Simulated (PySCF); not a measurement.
**Deuteron quadrupole couplings in 1-methylazulene**

1-methylazulene, C₁₁H₁₀.
Z-matrix (Å and degrees, GFN2-xTB geometry), rows numbered from 1:
```
C 
C   1  1.4920
C   2  1.3948  1  125.68
C   3  1.3918  2  110.10  1  -179.96
C   4  1.3951  3  108.83  2     0.04
C   5  1.3815  4  125.89  3  -179.99
C   6  1.3877  5  128.69  4  -179.93
C   7  1.3881  6  128.69  5    -0.09
C   8  1.3874  7  129.88  6     0.05
C   9  1.3887  8  128.87  7    -0.00
C  10  1.3804  9  128.76  8    -0.01
H   1  1.0905  2  110.94  3  -121.03
H   1  1.0906  2  110.85  3   119.07
H   1  1.0874  2  110.19  3    -0.92
H   3  1.0768  2  124.75  1     0.09
H   4  1.0749  3  125.85  2  -179.99
H   6  1.0852  5  115.26  4    -0.01
H   7  1.0833  6  115.73  5   179.87
H   8  1.0844  7  115.08  6  -179.97
H   9  1.0835  8  115.55  7  -179.96
H  10  1.0843  9  115.68  8  -179.98
```

Level: PBE0/pcSseg-1 (PySCF, non-relativistic); Q(2H) = 0.00286 b; rigid geometry, the same for H and D, with no vibrational averaging.

Question: Rank these positions by the coupling χzz of a deuteron there, largest first.
A. H14 (methyl hydrogen)
B. H16 (aromatic hydrogen)
C. H15 (aromatic hydrogen)

Answer: B (231 kHz), C (226 kHz), A (212 kHz).

Q: Tabulate Vzz, the asymmetry η and χzz = 234.96 MHz × Q × Vzz for every hydrogen position.

A: 
```json
{"atom": "H12", "bonded to": "C1", "bond length (Å)": "1.091", "Vzz (au)": "0.3098", "η": "0.01", "χzz (kHz)": "208"}
{"atom": "H13", "bonded to": "C1", "bond length (Å)": "1.091", "Vzz (au)": "0.3096", "η": "0.01", "χzz (kHz)": "208"}
{"atom": "H14", "bonded to": "C1", "bond length (Å)": "1.087", "Vzz (au)": "0.3152", "η": "0.03", "χzz (kHz)": "212"}
{"atom": "H15", "bonded to": "C3", "bond length (Å)": "1.077", "Vzz (au)": "0.3366", "η": "0.05", "χzz (kHz)": "226"}
{"atom": "H16", "bonded to": "C4", "bond length (Å)": "1.075", "Vzz (au)": "0.3430", "η": "0.07", "χzz (kHz)": "231"}
{"atom": "H17", "bonded to": "C6", "bond length (Å)": "1.085", "Vzz (au)": "0.3133", "η": "0.06", "χzz (kHz)": "211"}
{"atom": "H18", "bonded to": "C7", "bond length (Å)": "1.083", "Vzz (au)": "0.3192", "η": "0.09", "χzz (kHz)": "214"}
{"atom": "H19", "bonded to": "C8", "bond length (Å)": "1.084", "Vzz (au)": "0.3154", "η": "0.07", "χzz (kHz)": "212"}
{"atom": "H20", "bonded to": "C9", "bond length (Å)": "1.083", "Vzz (au)": "0.3187", "η": "0.09", "χzz (kHz)": "214"}
{"atom": "H21", "bonded to": "C10", "bond length (Å)": "1.084", "Vzz (au)": "0.3145", "η": "0.06", "χzz (kHz)": "211"}
```

Q: How does χzz go with the bond length over the 10 C–H bonds?

A: A straight-line fit has a slope of -14.0 kHz for each 0.01 Å, with a correlation coefficient of -0.95, over lengths from 1.075 to 1.091 Å. The longer bonds have the smaller couplings here.

Q: A static deuteron (I = 1) shows a doublet split by (3/2)χ, (3/4)χ(1 + η) and (3/4)χ(1 − η) with the field along z, y and x of the gradient. What are these for H20?

A: With |χ| = 214.2 kHz and η = 0.092: 321, 176 and 146 kHz, to first order and without motion.

Geometry: GFN2-xTB; no solvent, vibrations or thermal averaging. GFN2-xTB bond lengths can be off by several hundredths of an ångström, more for odd bonds, and the gradients follow them. With a basis this small, the couplings can be 20 % off.

The run behind these numbers computed NMR shieldings as well. The run took 51 s wall on an Arm Neoverse V1 with one thread, no GPU, on a shared host.
